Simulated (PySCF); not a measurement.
Bi(Me)2(OMe), SMILES [CH3][Bi]([O]C)[CH3] (C3H9BiO) (PBE0/def2-SVP optimised geometry):

```
14

Bi    -0.771    -0.839     0.000
C     -0.861     1.434     0.000
H     -1.887     1.764     0.214
H     -0.564     1.793    -0.997
H     -0.173     1.845     0.752
C      1.504    -0.839     0.000
H      1.873    -1.845     0.244
H      1.887    -0.114     0.731
H      1.851    -0.558    -1.006
O     -1.036    -1.116     2.078
C     -0.318    -0.382     3.011
H     -0.493     0.713     2.949
H     -0.633    -0.696     4.023
H      0.780    -0.540     2.955
```

Computed with PySCF with PBE0/def2-TZVP, def2 effective core potentials past Kr.

**Question.** What are the frontier orbital energies and the dipole moment?

**Answer.** HOMO-2 -7.62 eV, HOMO-1 -7.11 eV, HOMO -6.98 eV, LUMO -0.68 eV, LUMO+1 -0.03 eV; dipole moment 2.14 D.

On the same geometry PBE/def2-TZVP, def2 effective core potentials past Kr (PySCF 2.14.0) gives HOMO-2 -6.27 eV, HOMO-1 -6.08 eV, HOMO -5.51 eV, LUMO -1.46 eV, LUMO+1 -0.73 eV; dipole moment 1.94 D.
